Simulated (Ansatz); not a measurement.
Consider the redistribution: `CN[SiH2][AsH2]` + `C=CCC[SiH3]` → `[SiH3]CC[AsH2]` + `C=C[SiH2]NC`.

Gas-phase electronic energies from Ansatz, PBE0-D4/def2-TZVP geometries. CCSD(T)/CBS is the MP2 limit (def2-TZVPP, def2-QZVPP) plus CCSD(T) − MP2 in def2-TZVPP, frozen cores. DFT in def2-TZVPP. B3LYP here is the variant with VWN-RPA as its local correlation; programs differ in this. For As outer-core shells are correlated without core-valence functions, which leaves a few kJ/mol of doubt a bond. Scalar relativity is left out up to krypton. One conformer a species, not always the lowest.

`CN[SiH2][AsH2]`:

```xyz
12

C     0.171    1.797   -0.708
N     0.416    0.444   -0.253
Si   -0.826   -0.594    0.317
As    0.052   -2.577    1.247
H     1.062    2.418   -0.577
H    -0.624    2.245   -0.106
H    -0.137    1.859   -1.760
H     1.232    0.017   -0.661
H    -1.814   -1.038   -0.715
H    -1.596    0.148    1.353
H     0.843   -2.875   -0.022
H     1.222   -1.842    1.884
```

`C=CCC[SiH3]`:

```xyz
15

C     0.591    1.440    1.644
C    -0.414    0.708    1.183
C    -0.328   -0.739    0.827
C    -0.666   -1.008   -0.644
Si    0.465   -0.140   -1.872
H     0.469    2.492    1.873
H     1.574    1.009    1.808
H    -1.383    1.181    1.026
H     0.679   -1.106    1.051
H    -1.018   -1.308    1.462
H    -1.698   -0.707   -0.855
H    -0.618   -2.084   -0.843
H     1.889   -0.346   -1.487
H     0.201    1.320   -1.943
H     0.256   -0.715   -3.230
```

`[SiH3]CC[AsH2]`:

Z-matrix (Å, degrees):
```
Si
C 1 1.882
H 1 1.489 2 110.1
H 1 1.488 2 111.1 3 120.4
H 1 1.489 2 110.1 3 -119.1
C 2 1.521 1 112.8 3 59.6
H 2 1.095 1 108.5 3 -63.1
H 2 1.095 1 108.5 3 -177.8
As 6 1.981 2 116.4 1 180.0
H 6 1.094 2 111.2 1 59.1
H 6 1.094 2 111.2 1 -59.1
H 9 1.525 6 95.1 2 46.2
H 9 1.525 6 95.1 2 -46.2
```

`C=C[SiH2]NC`:

```xyz
14

C    -1.583   -0.973    1.566
C    -1.860   -0.034    0.666
Si   -0.575    0.733   -0.440
N     0.822   -0.266   -0.445
C     2.144    0.201   -0.802
H    -0.569   -1.334    1.712
H    -2.350   -1.418    2.195
H    -2.895    0.292    0.564
H    -0.131    2.071    0.042
H    -1.215    0.954   -1.775
H     0.684   -1.247   -0.630
H     2.347    0.173   -1.881
H     2.916   -0.389   -0.299
H     2.264    1.236   -0.474
```

| level | ΔE (kJ/mol) | difference from CCSD(T)/CBS |
| --- | --- | --- |
| PBE-D4 | 35.4 | 6.7 |
| r2SCAN-D4 | 32.8 | 4.1 |
| PBE0-D4 | 36.4 | 7.7 |
| B3LYP-D4 | 29.8 | 1.1 |
| ωB97X-V | 30.7 | 2.0 |
| B2PLYP | 27.1 | -1.6 |
| r2SCAN | 32.5 | 3.8 |
| PBE0 | 35.6 | 6.9 |
| B3LYP | 28.7 | 0.0 |
| HF/def2-TZVPP | 27.1 | -1.6 |
| MP2/def2-TZVPP | 25.9 | -2.8 |
| CCSD/def2-TZVPP | 26.2 | -2.5 |
| MP2/def2-QZVPP | 27.3 | -1.4 |
| HF/CBS(def2) | 26.5 | -2.2 |
| MP2/CBS(def2) | 28.7 | 0.0 |
| CCSD/CBS(def2) | 29.0 | 0.3 |
| CCSD(T)/CBS | 28.7 | 0 |

Largest T1 diagnostic among the species: 0.011.

CCSD(T)/CBS has its own doubt, a few kJ/mol and more with outer-core shells, so smaller differences from it don't rank the levels.
